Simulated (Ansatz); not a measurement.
Reaction (ligand exchange at the Al–O bond): `[OH][Al]([F])[Cl]` + CH₃SH → `C[S][Al]([F])[Cl]` + H₂O

Isolated molecules relaxed with PBE0-D4/def2-TZVP in Ansatz; ΔE leaves out vibrations. CBS: MP2 limit from def2 TZ/QZ plus the TZ coupled-cluster correction, frozen cores. This one scheme is used for every species. DFT in def2-TZVPP. B3LYP here is the variant with VWN-RPA as its local correlation; programs differ in this. HSE06 is defined as in plane-wave codes. Each species was taken in one conformer, which may not be the lowest.

```tsv
level	ΔE (kcal/mol)	difference from CCSD(T)/CBS
PBE-D4	4.4	-1.6
revPBE-D4	4.3	-1.7
BLYP-D4	6.9	0.9
B97M-V	6.6	0.6
PBE0-D4	4.6	-1.4
B3LYP-D4	7.0	1.0
r2SCANh-D4	6.4	0.4
r2SCAN0-D4	6.3	0.3
HSE06-D4	4.6	-1.4
BHLYP-D4	7.3	1.3
CAM-B3LYP-D4	8.4	2.4
ωB97X-V	7.1	1.1
ωB97M-V	6.9	0.9
B2PLYP	8.2	2.2
PBE-QIDH	6.1	0.1
PBE	5.4	-0.6
revPBE	5.6	-0.4
BLYP	8.7	2.7
r2SCAN	6.7	0.7
PBE0	5.6	-0.4
B3LYP	8.6	2.6
r2SCANh	6.7	0.7
r2SCAN0	6.7	0.7
HSE06	5.5	-0.5
CAM-B3LYP	9.4	3.4
LC-ωPBE	7.4	1.4
RPA@PBE/def2-TZVPP	7.8	1.8
HF/def2-SVP	8.8	2.8
MP2/def2-SVP	7.8	1.8
CCSD/def2-SVP	8.3	2.3
HF/def2-TZVPP	10.0	4.0
MP2/def2-TZVPP	7.0	1.0
SCS-MP2/def2-TZVPP	8.2	2.2
CCSD/def2-TZVPP	8.1	2.1
CCSD(T)/def2-TZVPP	7.3	1.3
HF/def2-QZVPP	10.2	4.2
MP2/def2-QZVPP	6.3	0.3
SCS-MP2/def2-QZVPP	7.5	1.5
HF/CBS(def2)	10.3	4.3
MP2/CBS(def2)	5.7	-0.3
CCSD(T)/CBS	6.0	0
```

Q: What do rigid-rotor, harmonic-oscillator terms from PBE0-D4/def2-TZVP frequencies (298.15 K, 1 bar) make of the CCSD(T)/CBS value? (Estimate.)

A: Ansatz gave: ΔZPE = +0.7 kcal/mol, ΔH = +7.6 kcal/mol, ΔS = -4 J/(mol·K), ΔG = +7.9 kcal/mol.

Largest T1 diagnostic among the species: 0.011.

At CCSD(T), def2-SVP lies +1.7 kcal/mol from the extrapolated value and def2-TZVPP +1.3 kcal/mol. The D4 term adds −1.6 kcal/mol with B3LYP and −0.9 kcal/mol with PBE0; it sums over pairs of atoms, weighted by their polarisabilities, and B3LYP, whose exchange is more repulsive, gets the larger term.
